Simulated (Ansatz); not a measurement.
The cluster Li₃Al⁻, relaxed as a doublet with UKS r2SCAN-D4/def2-TZVPD in Ansatz, starting from the GFN1-xTB geometry. Force threshold 0.02 eV/Å.

The charge -1 doublet is spin-contaminated (final ⟨S²⟩ up to 1.36, 0.75 for a pure state). The highest occupied level of the charge -1 doublet lies above zero (up to 0.43 eV). It is a level of β spin, whose loss leaves a triplet; that state wasn't run at this geometry and level. The electron is either unbound and held by the finite basis, or the level is raised by self-interaction error. The structure comes from a short search, and lower isomers may exist.

Start:

| atom | x (Å) | y (Å) | z (Å) |
| --- | --- | --- | --- |
| Li1 | -0.004 | 0.612 | 1.355 |
| Li2 | 1.403 | -0.029 | -0.493 |
| Li3 | -0.490 | -1.400 | 0.117 |
| Al4 | -0.909 | 0.816 | -0.979 |

Estimate the energy that the relaxation releases and the steps that it takes.

64.8 kJ/mol, in 6 steps; 37 s on 4 threads of Arm Neoverse V1 on a shared host. The force fell under the threshold at step 5, but the optimiser went on. No frequencies were taken in this run, so the end may be a saddle point.

Does the start keep its bonding and symmetry?

Bonds lost: Li2–Li3 (atoms count from 1). Point group C3v at the start, Cs at the end, both within 0.05 Å.

Predict the relaxed structure.


| atom | x (Å) | y (Å) | z (Å) |
| --- | --- | --- | --- |
| Li1 | 0.017 | 0.668 | 1.548 |
| Li2 | 1.822 | 0.330 | -0.705 |
| Li3 | -0.987 | -1.707 | 0.204 |
| Al4 | -0.852 | 0.709 | -1.047 |
Bond lengths (bridged metal pairs left out): 3 × Al–Li 2.72 to 2.74 Å; 2 × Li–Li 2.91 Å.
